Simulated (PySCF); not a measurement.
Computed IR spectrum (relative IR intensity) of a molecule C₃H₇BO. Geometry: PBE0-D3(BJ)/def2-SVP. Other conformers were not sampled. Computed with PySCF with PBE0-D3(BJ)/def2-SVP. Harmonic, unscaled wavenumbers; measured fundamentals usually lie a few per cent lower.

ν (cm⁻¹): 363 (vw), 506 (w), 667 (m), 711 (w), 831 (vw), 903 (m), 934 (w), 959 (w), 983 (vw), 1106 (vw), 1152 (w), 1162 (m), 1202 (vw), 1230 (vw), 1289 (m), 1389 (w), 1400 (w), 1458 (w), 1510 (vs), 3068 (w), 3072 (w), 3140 (w), 3150 (w), 3891 (m) (against the strongest line: vs over 80 %, s over 45 %, m over 15 %, w over 4 %, vw less)

### Question
Which molecule gave these data?
A. C=CBOC
B. OB1CCC1
C. CB(C)C=O
D. C=CB(C)O

### Answer
B, OB1CCC1
